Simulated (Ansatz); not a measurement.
`F[SiH2][GaH2]` + `N#[C][GaH][F]` → `N#C[SiH2][GaH2]` + `[F][GaH][F]`  (redistribution)

Program: Ansatz. Geometries: PBE0-D4/def2-TZVP. ΔE: electronic, gas phase. CCSD(T)/CBS adds triple-zeta CCSD(T) − MP2 to the extrapolated MP2 energy (def2 sets, frozen cores). Functionals use def2-TZVPP. For Ga outer-core shells are correlated without core-valence functions, which leaves a few kJ/mol of doubt a bond. Scalar relativity is left out up to krypton.

`F[SiH2][GaH2]`:

Z-matrix (Å, degrees):
```
Si
Ga 1 2.418
F 1 1.610 2 111.9
H 1 1.490 2 111.5 3 -120.0
H 1 1.490 2 111.5 3 120.0
H 2 1.573 1 118.5 3 180.0
H 2 1.569 1 122.6 3 -0.0
```

`N#[C][GaH][F]`:

```xyz
5

N     0.967   -2.158    0.426
C     0.499   -1.125    0.217
Ga   -0.335    0.568   -0.189
F     0.329    1.875    0.751
H    -1.460    0.840   -1.204
```

`N#C[SiH2][GaH2]`:

```xyz
8

N     2.511    0.777   -1.437
C     1.433    0.788   -1.028
Si   -0.281    0.730   -0.334
Ga   -0.594   -1.269    0.998
H    -1.196    0.788   -1.504
H    -0.444    1.977    0.457
H    -1.995   -1.487    1.669
H     0.566   -2.303    1.179
```

`[F][GaH][F]`:

```xyz
4

F    -0.246    0.560   -1.570
Ga   -0.052   -0.081    0.037
F     1.136    0.803    0.950
H    -0.837   -1.283    0.583
```

```
          species  PBE0-D4 energy (Eh)
  `F[SiH2][GaH2]`          -2316.21177
  `N#[C][GaH][F]`          -2117.80103
`N#C[SiH2][GaH2]`          -2309.13876
    `[F][GaH][F]`          -2124.86674
```

Question: Work out ΔE.

Answer: ΔE = (-2309.13876) + (-2124.86674) − (-2316.21177) − (-2117.80103) = 0.00730 Eh = +4.6 kcal/mol. CCSD(T)/CBS gives +6.6 kcal/mol.

Largest T1 diagnostic among the species: 0.015.

Leaving LDA and LC-ωPBE aside and taking each functional with its dispersion term where it has one, the values, not all of them listed here, spread over 3.4 kcal/mol, from revPBE-D4 to BHLYP-D4. At CCSD(T), def2-SVP lies −5.5 kcal/mol from the extrapolated value and def2-TZVPP −0.6 kcal/mol. From r2SCAN to r2SCAN0 (25 % exact exchange), in def2-TZVPP and without D4, ΔE moves by +0.8 kcal/mol.
